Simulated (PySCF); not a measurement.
PySCF 2.14 output of a UHF calculation on a single atom or ion in def2-SVP (5s3p2d1f, 31 functions), with no relativity, point nucleus:

```
SCF conv_tol = 1e-09
number electrons alpha = 15  beta = 11
cycle= 1 E= -1262.26053219154  delta_E= -0.00315  |g|= 0.0175  |ddm|= 0.0378
cycle= 2 E= -1262.26058959971  delta_E= -5.74e-05  |g|= 0.00281  |ddm|= 0.00583
cycle= 3 E= -1262.26059217804  delta_E= -2.58e-06  |g|= 0.000473  |ddm|= 0.00191
cycle= 4 E= -1262.26059244014  delta_E= -2.62e-07  |g|= 0.000184  |ddm|= 0.000791
cycle= 5 E= -1262.26059249779  delta_E= -5.77e-08  |g|= 6.73e-05  |ddm|= 0.000391
cycle= 6 E= -1262.26059251578  delta_E= -1.8e-08  |g|= 2.8e-05  |ddm|= 0.000264
cycle= 7 E= -1262.26059251974  delta_E= -3.96e-09  |g|= 6.27e-06  |ddm|= 0.000154
cycle= 8 E= -1262.26059251988  delta_E= -1.38e-10  |g|= 6.86e-07  |ddm|= 3.04e-05
converged SCF energy = -1262.26059251988  <S^2> = 6.0147634  2S+1 = 5.0059019
```

The run itself started from symmetry-adapted Hartree-Fock orbitals and held the occupation by maximum overlap, so the iterations belong to that start.

**Question.** Which element, charge and spin multiplicity is this?

**Answer.** Fe (iron, neutral), multiplicity 5; the state was [Ar] 3d6 4s2, high-spin 5D determinant.
